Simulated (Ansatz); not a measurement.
A nudged elastic band was laid between two geometries of BCl2H2N + H2 (8 atoms, charge 0, multiplicity 1).

Level of theory: RKS PBE-D4/6-31G* in Ansatz 0.2.0.

```json
{
  "movable images": "7",
  "climbing image": "yes",
  "spring": "5.0 eV/Å²",
  "optimiser": "quadratic models (default)",
  "start path": "through a guess of the saddle point",
  "force threshold": "0.05 eV/Å",
  "iteration limit": "60",
  "end points": "relaxed"
}
```

First end point:

```xyz
8
Properties=species:S:1:pos:R:3
B 0.100 -0.703 0.158
N 0.018 -0.274 1.487
H -0.856 -0.278 2.009
H 0.830 0.052 2.006
Cl 1.661 -0.675 -0.691
Cl -1.360 -1.266 -0.686
H -0.665 3.166 1.254
H -0.519 2.431 1.194
```

Last end point:

```xyz
8
Properties=species:S:1:pos:R:3
B -0.019 0.445 0.055
N -0.169 0.331 1.683
H -0.293 -0.657 1.952
H 0.673 0.690 2.154
Cl 1.497 -0.552 -0.321
Cl -1.598 -0.277 -0.591
H 0.109 1.615 -0.214
H -0.991 0.859 2.012
```

Which bonds break or form, and what moves?

Bonds broken: H7–H8. Bonds formed: B1–H7, N2–H8. BCl2H2N + H2 becomes BCl2H4N.

What energy profile does the band end with?

The forces met the threshold. The highest image is number 4 of 0 to 8, 1.75 eV above the first end and 1.93 eV above the last; the last end lies 0.19 eV below the first. The profile has 2 maxima (images 4, 6) with wells between them (image 5): this band takes more than one step, which may be the mechanism or a detour left from its start path. Neighbouring images differ by up to 1.7 eV, so the band resolves the path poorly. A vibrational analysis at the climbing image gives one clearly imaginary mode, 1315i cm⁻¹: a first-order saddle point. The orbitals stay closed-shell, which can raise the energy where a bond breaks towards radicals; this wasn't checked here.

| image | path coordinate (Å) | energy (eV) | H7–H8 (Å) | B1–H7 (Å) | N2–H8 (Å) |
| --- | --- | --- | --- | --- | --- |
| 0 | 0.00 | 0.00 | 0.75 | 4.09 | 2.77 |
| 1 | 0.82 | 0.00 | 0.75 | 3.70 | 2.84 |
| 2 | 1.65 | 0.03 | 0.75 | 3.04 | 2.73 |
| 3 | 2.47 | 0.38 | 0.76 | 2.25 | 2.16 |
| 4 | 3.29 | 1.75 | 0.99 | 1.41 | 1.44 |
| 5 | 4.18 | 0.07 | 1.98 | 1.21 | 1.03 |
| 6 | 5.06 | 0.15 | 2.97 | 1.21 | 1.04 |
| 7 | 5.95 | -0.12 | 2.47 | 1.21 | 1.03 |
| 8 | 6.83 | -0.19 | 2.60 | 1.21 | 1.03 |

What is the geometry of the highest image?


```xyz
8
Properties=species:S:1:pos:R:3:forces:R:3
B -0.084 0.184 0.263 -0.01 0.00 0.00
N -0.078 0.216 1.808 0.01 0.02 -0.01
H -0.862 -0.236 2.282 0.01 0.00 0.00
H 0.820 0.052 2.266 -0.01 -0.01 0.01
Cl 1.538 -0.117 -0.489 0.00 0.00 0.00
Cl -1.546 -0.606 -0.461 0.01 0.00 0.00
H -0.304 1.562 0.040 0.00 0.01 0.00
H -0.276 1.400 1.020 0.00 -0.02 -0.01
```

Time of the run: 3.7 min on 1 thread of Intel(R) Xeon(R) Platinum 8488C (Sapphire Rapids) (shared host), peak memory 0.12 GiB.
